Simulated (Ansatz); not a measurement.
```json
{"atom": "B", "x (Å)": "0.0000", "y (Å)": "0.0000", "z (Å)": "-1.4433"}
{"atom": "C", "x (Å)": "0.0000", "y (Å)": "0.0000", "z (Å)": "0.1973"}
{"atom": "O", "x (Å)": "0.0000", "y (Å)": "0.0000", "z (Å)": "1.4198"}
{"atom": "H", "x (Å)": "0.0000", "y (Å)": "-1.2756", "z (Å)": "-1.7751"}
{"atom": "H", "x (Å)": "-1.1047", "y (Å)": "0.6378", "z (Å)": "-1.7751"}
{"atom": "H", "x (Å)": "1.1047", "y (Å)": "0.6378", "z (Å)": "-1.7751"}
```

Basis set: cc-pVDZ (spherical functions). Frozen core: 3 orbitals. Charge 0, multiplicity 1.

Computed with Ansatz (development build ahead of 0.2.0); each method stands on the lowest determinant of its kind that the runs found. Restricted open shells among the atoms or ions are ROHF, correlated in semicanonical orbitals with singles.

Problem. Give the atomization energy at this shape (free ground-state atoms in the same class of orbitals less the molecule, no zero-point energy) of singlet CH3BO by RHF-MP2, RHF.

Solution.

```csv
method,atomization energy
RHF-MP2,22.85 eV
RHF,16.80 eV
```

Caution: the shape is not the minimum.
